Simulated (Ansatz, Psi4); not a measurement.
## How basis sets differ on BBr2Cl (dibromo(chloro)borane)

BBr2Cl: 4 atoms, total charge 0, spin state singlet. SMILES: `ClB(Br)Br`. The shape is that of a PBE0-D4/def2-TZVP optimisation.

Each level gives the HOMO–LUMO gap (eV). The values are calculated.

| level | kind | program | value (eV) | CPU time |
| --- | --- | --- | --- | --- |
| PBE/cc-pVDZ | GGA | Ansatz | 4.38 | 3.6 s |
| PBE/6-31G* (spherical functions) | GGA | Psi4 | 4.33 | 39 s |
| PBE/aug-cc-pVDZ | GGA | Ansatz | 4.29 | 4.6 s |
| PBE/cc-pVTZ | GGA | Ansatz | 4.33 | 4.6 s |
| PBE/aug-cc-pVTZ | GGA | Ansatz | 4.29 | 9.7 s |

All-electron rows without a relativistic Hamiltonian named are non-relativistic. The values span 4.29 to 4.38 eV. Orbital gaps aren't excitation energies. CPU times are rough (shared hosts, several kinds of processor): they show what a rung costs within a factor of a few.
